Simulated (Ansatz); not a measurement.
# Worked example: the enthalpy of C2H3BrO + CH3Cl → C2H3ClO + CH3Br

Gas-phase species: C2H3BrO (acetyl bromide) `CC(=O)Br`, singlet; CH3Cl (chloromethane) `CCl`, singlet; C2H3ClO (acetyl chloride) `CC(=O)Cl`, singlet; CH3Br (bromomethane) `CBr`, singlet. The partners trade Br for Cl; both sit on C, so the bond types are kept.

Shapes, held fixed at every level: PBE0-D4/def2-TZVP. Programs: Ansatz 0.2.0. The zero-point and thermal terms to 298 K, harmonic and unscaled (PBE0-D4/def2-TZVP), stand in the table.

At B3LYP-D4/def2-TZVPP; 1 Eh = 2625.50 kJ/mol:

| species | energy (Eh) | H(298 K) − E (kJ/mol) | tabulated ΔfH (kJ/mol) |
| --- | --- | --- | --- |
| C2H3BrO | -2727.507781 | 138.2 | -190.4 |
| CH3Cl | -500.161638 | 109.7 | -82.6 |
| C2H3ClO | -613.552623 | 139.1 | -241.5 |
| CH3Br | -2614.118595 | 108.4 | -36.4 |

Task: Work out the reaction enthalpy at 298 K from the calculation and from the table of heats.

Result: 
1. Electronic: (-613.552623) + (-2614.118595) − [(-2727.507781) + (-500.161638)] = -0.001799 Eh = -4.7 kJ/mol.
2. Zero-point and thermal: (139.1) + (108.4) − [(138.2) + (109.7)] = -0.4 kJ/mol.
3. Computed ΔH = -5.1 kJ/mol.
4. From the heats of formation (Active Thermochemical Tables, CRC Handbook of Chemistry and Physics): (-241.5) + (-36.4) − [(-190.4) + (-82.6)] = -4.9 kJ/mol.
5. Computed less tabulated: -0.2 kJ/mol. Tabulated heats carry uncertainties of their own.

Relativity is left out for Br.
